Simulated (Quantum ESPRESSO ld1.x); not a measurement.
Problem. Species: Sr+. Configuration: [Ar] 3d10 4s2 4p5.75 5s1 6s0.25 (fractional occupations, a model configuration). All-electron calculation, Dirac Kohn-Sham, B86b exchange with PBE correlation, spin-unpolarised, spherical densities, point nucleus; open shells fill j = l - 1/2 first. Program: ld1.x of Quantum ESPRESSO 7.5. Some entries of the table are withheld. Estimate them.

orbital  occ.  eigenvalue (hartree)  <r> (bohr)  <1/r> (bohr^-1)
1s1/2       2                   (1)     0.03916            39.00
2s1/2       2              -79.6097      0.1722            8.781
2p1/2       2              -72.4772      0.1475            8.752
2p3/2       4              -69.9624      0.1516            8.412
3s1/2       2              -12.5972      0.4918            2.935
3p1/2       2              -10.0070      0.4913            2.825
3p3/2       4              -9.62147      0.5017            2.744
3d3/2       4              -5.07684      0.4960            2.521
3d5/2       6              -5.00955      0.4997            2.500
4s1/2       2              -1.82000       1.349           0.9980
4p1/2       2              -1.17862         (2)              (3)
4p3/2    3.75              -1.13484         (4)              (5)
5s1/2       1              -0.34224       3.760           0.3412
5p1/2       0              -0.22896       4.653           0.2743
5p3/2       0              -0.22447       4.731           0.2696
6s1/2    0.25              -0.12444         (6)           0.1516
7s1/2       0              -0.05678       15.09          0.08829

Solution. 
(1) 1s1/2 eigenvalue (hartree): -585.884
(2) 4p1/2 <r> (bohr): 1.526
(3) 4p1/2 <1/r> (bohr^-1): 0.8726
(4) 4p3/2 <r> (bohr): 1.558
(5) 4p3/2 <1/r> (bohr^-1): 0.8518
(6) 6s1/2 <r> (bohr): 8.493
